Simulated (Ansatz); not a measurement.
Species, as SMILES: [Cl][Al] (Al-Cl) (closed-shell singlet).
Atoms: Al1, Cl2. Bonds: Al1-Cl2.

Basis-set convergence of the highest harmonic wavenumber at MP2 with Ansatz (a program for electronic structure). Each level at its own minimum, finite differences of forces, unscaled; the reference is a large set that could be run, not a limit. All functions are spherical. Cores are frozen. No added dispersion term, no relativity. Reference: the value in pcseg-3, 484 cm⁻¹, itself unsure by roughly 5 cm⁻¹ (its mean distance from cc-pV(Q+d)Z, aug-pcseg-2, aug-cc-pV(T+d)Z). Deviations are taken from unrounded values. Cost is core time over that of cc-pV(D+d)Z, rough, on shared machines of one kind; a dash marks a row that isn't timed (too short, read off another run, short of memory, by another algorithm or on other hardware).

| basis | functions | highest harmonic wavenumber (cm⁻¹) | minus reference (cm⁻¹) | cost |
|---|---|---|---|---|
| STO-3G | 18 | 537 | 53 | - |
| 3-21G | 26 | 418 | -65 | - |
| 6-31G | 26 | 398 | -86 | - |
| cc-pV(D+d)Z | 46 | 480 | -4 | 1× |
| aug-cc-pV(D+d)Z | 64 | 449 | -35 | 1× |
| 6-311++G(2d,2p) | 70 | 469 | -14 | 1× |
| def2-TZVP | 74 | 482 | -2 | 1× |
| def2-TZVPPD | 99 | 477 | -6 | 2× |
| cc-pV(Q+d)Z | 128 | 482 | -2 | 5× |
